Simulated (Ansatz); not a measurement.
Molecule: C₂H₆F₂O₂Si, charge 0, multiplicity 1. 
Coordinates optimised at B3LYP-D3(BJ)/def2-TZVP (Ansatz, a first-principles code):
```
Si
F 1 1.5827
F 1 1.5827 2 108.17
O 1 1.6136 2 105.88 3 119.41
C 4 1.4248 1 125.44 2 -176.97
H 5 1.0886 4 107.70 1 -171.15
H 5 1.0917 6 109.12 4 120.13
H 5 1.0928 6 109.06 7 119.06
O 1 1.6136 2 111.32 4 124.66
C 9 1.4248 1 125.44 2 -59.65
H 10 1.0886 9 107.70 1 -171.15
H 10 1.0917 11 109.12 9 120.13
H 10 1.0928 11 109.06 12 119.06
```

Basis-set convergence of Hartree-Fock and CCSD(T) correlation energies (hartree) with Ansatz. Valence correlation only, unless marked. Spin-orbit coupling is left out. No relativistic terms.

```tsv
basis	functions	E(HF)	E(corr, CCSD(T))
cc-pV(D+d)Z	137	-717.00142	-1.17945
cc-pV(T+d)Z	303	?	?
```

Some entries are withheld; supply them.


- cc-pV(T+d)Z, E(HF): -717.19025
- cc-pV(T+d)Z, E(corr, CCSD(T)): -1.50799
